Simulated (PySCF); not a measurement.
Species: C5H11NOSi2.
Atom-mapped SMILES: `[CH3:1][CH2:2][Si@@H:3]1[O:4][SiH2:5][CH2:6][C@H:7]1[C:8]#[N:9]` (hydrogens: H10, H11, H12 on C1; H13, H14 on C2; H15 on Si3; H16, H17 on Si5; H18, H19 on C6; H20 on C7)

A GFN2-xTB structure was refined with PBE0-D3(BJ)/def2-SVP geometry optimisation, gas phase (PySCF). Its GFN2-xTB values:

```tsv
coordinate	GFN2-xTB
C1–H10	1.092 Å
C2–Si3	1.901 Å
C2–H13	1.100 Å
C2–H14	1.082 Å
Si3–O4	1.601 Å
Si3–C7	1.914 Å
Si3–H15	1.471 Å
O4–Si5	1.676 Å
Si5–C6	1.922 Å
Si5–H16	1.456 Å
Si5–H17	1.444 Å
C6–C7	1.553 Å
C6–H19	1.080 Å
C7–C8	1.431 Å
C7–H20	1.084 Å
C8≡N9	1.156 Å
C2–Si3–O4	109.8°
Si3–O4–Si5	119.9°
Si3–C7–C6	106.8°
O4–Si3–C7	98.9°
O4–Si5–C6	98.0°
Si5–C6–C7	106.9°
C6–C7–C8	111.5°
C7–C8–N9	177.0°
C2–Si3–C7–C6	145°
Si3–O4–Si5–C6	-2°
O4–Si5–C6–C7	22°
Si5–C6–C7–C8	-156°
```

Problem. How do these coordinates change at the PBE0-D3(BJ)/def2-SVP level?

Solution. 
```tsv
coordinate	PBE0-D3(BJ)/def2-SVP (Å or °)	change
Si3–O4	1.677	+0.076
Si5–H17	1.493	+0.049
C2–Si3	1.864	-0.037
Si5–H16	1.489	+0.033
Si5–C6	1.899	-0.023
C7–H20	1.106	+0.022
C2–H14	1.104	+0.022
Si3–H15	1.492	+0.021
C6–H19	1.101	+0.021
C7–C8	1.448	+0.017
Si3–C7	1.929	+0.015
C1–H10	1.101	+0.009
O4–Si5	1.680	+0.004
C8≡N9	1.160	+0.004
C6–C7	1.549	-0.004
C2–H13	1.104	+0.004
Si3–O4–Si5	116.7	-3.2
C6–C7–C8	114.5	+3.0
C2–Si3–O4	112.6	+2.8
O4–Si5–C6	100.0	+2.0
C7–C8–N9	177.8	+0.8
O4–Si3–C7	98.2	-0.7
Si5–C6–C7	106.2	-0.7
Si3–C7–C6	106.3	-0.5
Si5–C6–C7–C8	-162	-6
O4–Si5–C6–C7	28	+6
C2–Si3–C7–C6	150	+5
Si3–O4–Si5–C6	-6	-4
```

The energy falls by 32.3 kJ/mol over 9 energy and gradient evaluations, the largest force component goes from 0.0394 to 2.6e-04 Eh/bohr, and the atoms move by 0.131 Å rms after alignment. The bond that changes most is Si3–O4 (oxygen-bound silicon to siloxane oxygen), which lengthens by 0.076 Å. Bonds longer at the end by more than 0.005 Å: 11 of 20; shorter: 3. Among the dihedrals that turn most is H16–Si5–C6–H19, from -103° to -90°. Rotational constants go from 1415, 1027, 643.7 to 1480, 992.5, 638.0 MHz.

The run used 189 basis functions and 60 SCF cycles in all. Hardware: one thread of an Arm Neoverse N1, shared host. Cost: 5.1 min, 0.86 GiB resident at most.

No frequency check. The numbers are those of one conformer.
